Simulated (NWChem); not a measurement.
System: CH₅S cation; SMILES C[SH2+]

```xyz
7

C     -0.0098     1.2132     0.0000
S     -0.0719    -0.6003     0.0000
H     -0.5548     1.5351     0.8983
H     -0.5548     1.5351    -0.8983
H      1.0250     1.5761     0.0000
H      0.8078    -0.8842     0.9987
H      0.8078    -0.8842    -0.9987
```
Atoms are numbered in this order, from 1.

The geometry was optimised at PBE0/def2-SVP. B3LYP is NWChem's, with the RPA form of VWN correlation.

 Unshifted, non-relativistic core excitations; the lowest 4 roots alone, so stronger bands may lie above.

Task: List the first C K-edge excitations from B3LYP/def2-TZVP, restricted-window TDA (NWChem).

Result: 
```json
[
 {"state": "S1", "energy (eV)": "275.9", "dipole oscillator strength": "0.0325", "leading excitation (squared amplitude)": "1s of atom 1 or its equivalents → LUMO+1 (0.83)"},
 {"state": "S2", "energy (eV)": "276.2", "dipole oscillator strength": "0.0007", "leading excitation (squared amplitude)": "1s of atom 1 or its equivalents → LUMO (1.00)"},
 {"state": "S3", "energy (eV)": "277.0", "dipole oscillator strength": "0.0107", "leading excitation (squared amplitude)": "1s of atom 1 or its equivalents → LUMO+2 (0.82)"},
 {"state": "S4", "energy (eV)": "279.3", "dipole oscillator strength": "0.0147", "leading excitation (squared amplitude)": "1s of atom 1 or its equivalents → LUMO+3 (0.80)"}
]
```
